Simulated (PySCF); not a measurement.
BFH, SMILES [BH]F, multiplicity 2. The structure is a stationary point at PBE0-D3(BJ)/def2-TZVPD. The isomer is the one that the SMILES or the coordinates give; other isomers of the formula were not compared.

Computed with PBE0-D3(BJ)/def2-TZVPD in PySCF.

Harmonic wavenumbers (cm⁻¹): 995, 1345, 2534. Rotational constants (GHz): 576.8, 36.41, 34.24; symmetry number 1.

**Question.** Work out the zero-point energy and the ideal-gas rigid-rotor harmonic-oscillator thermochemistry at 298.15 K and 1 atm.

**Answer.** ZPE = ½ Σ hcν = ½ × 4874 cm⁻¹ = 6.97 kcal/mol. H − E(el) = 9.37 kcal/mol. Entropy in cal/(mol K): translation 36.21, rotation 16.75, vibration 0.12, spin 1.38, total 54.46. G − E(el) = -6.87 kcal/mol. Cp = 8.46 cal/(mol K).
